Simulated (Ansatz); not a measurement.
CH$_{9}$AlSi$_{3}$ (`C1[SiH2][AlH][SiH2][SiH2]1`) at its PBE0-D4/def2-TZVP geometry, where that method's forces vanish. Charge 0, multiplicity 1.

| atom | x (Å) | y (Å) | z (Å) |
| --- | --- | --- | --- |
| C1 | 0.854 | -0.512 | 1.148 |
| Si2 | 1.223 | 1.258 | 0.582 |
| Al3 | 0.100 | 1.423 | -1.603 |
| Si4 | -1.182 | -0.667 | -1.560 |
| Si5 | -0.913 | -1.031 | 0.744 |
| H6 | 1.536 | -1.190 | 0.624 |
| H7 | 1.049 | -0.624 | 2.219 |
| H8 | 0.578 | 2.204 | 1.545 |
| H9 | 2.689 | 1.534 | 0.630 |
| H10 | 0.146 | 2.581 | -2.689 |
| H11 | -2.600 | -0.686 | -2.016 |
| H12 | -0.438 | -1.740 | -2.290 |
| H13 | -1.858 | -0.127 | 1.465 |
| H14 | -1.187 | -2.423 | 1.200 |

For each bond, give half the difference of the two atoms' forces along it (eV/Å; positive pushes the atoms apart) under PBE-D4, r2SCAN-D4, B3LYP-D4, ωB97M-V in def2-TZVPP. (Best estimate.)

Ansatz gave: 
```csv
bond,length (Å),PBE-D4,r2SCAN-D4,B3LYP-D4,ωB97M-V
C1–Si2,1.894,0.03,0.04,0.13,0.06
C1–Si5,1.886,0.04,0.03,0.12,0.06
C1–H6,1.096,0.10,-0.01,-0.06,-0.04
C1–H7,1.094,0.11,-0.01,-0.07,-0.05
Si2–Al3,2.463,-0.08,0.00,0.09,0.03
Si2–H8,1.496,0.10,-0.01,-0.09,-0.11
Si2–H9,1.493,0.09,-0.02,-0.11,-0.11
Al3–Si4,2.452,-0.06,0.02,0.09,0.05
Al3–H10,1.588,0.08,-0.03,-0.12,-0.11
Si4–Si5,2.348,-0.06,0.02,0.12,0.05
Si4–H11,1.489,0.10,-0.02,-0.09,-0.10
Si4–H12,1.496,0.11,0.00,-0.08,-0.10
Si5–H13,1.493,0.08,-0.02,-0.09,-0.10
Si5–H14,1.491,0.09,-0.02,-0.14,-0.13
```

B3LYP here is the variant with VWN-RPA as its local correlation; programs differ in this.
